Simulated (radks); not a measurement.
Excited configurations of Co2+: one electron is placed in a higher orbital outside [Ar] 3d6. The ground configuration is [Ar] 3d7. Calculated with a radial shooting solver on a logarithmic mesh with Libxc functionals: scalar-relativistic Kohn-Sham, PBE, spin-polarised, spherical densities, finite nucleus; open shells are filled with parallel spins first; Fermi nuclear charge, rms radius 3.7875 fm. Excitation = E - E(ground); binding = E(ion) - E, where the ion is the core of charge +3; n* = 3/sqrt(2 binding) in atomic units, and the quantum defect is n - n*.

| outer orbital | excitation (eV) | binding (eV) | quantum defect | eigenvalue (eV) | <r> (bohr) |
|---|---|---|---|---|---|
| 4p | 12.077 | 21.545 | 1.616 | -17.801 | 2.694 |
| 4d | 20.744 | 12.877 | 0.916 | -10.484 | 3.909 |
| 5s | 20.520 | 13.102 | 1.943 | -11.318 | 4.859 |
| 5p | 22.740 | 10.882 | 1.645 | -9.316 | 5.555 |
| 5d | 25.961 | 7.661 | 1.002 | -6.461 | 7.341 |
| 6p | 27.021 | 6.600 | 1.693 | -5.728 | 9.322 |
| 6f | 29.837 | 3.784 | 0.312 | -3.236 | 14.84 |
| 7s | 28.621 | 5.001 | 2.052 | -4.365 | 12.74 |
| 7p | 29.176 | 4.445 | 1.752 | -3.889 | 14.02 |
| 7d | 30.054 | 3.568 | 1.141 | -3.111 | 16.96 |

The Delta-SCF ionisation energy is 33.622 eV (NIST Atomic Spectra Database: 33.5 eV, semi-empirical). Self-interaction in the functional shifts the binding energies and quantum defects, so they are the method's values and not measured ones. Open shells are spherical and high-spin; term and fine-structure splittings are not resolved.
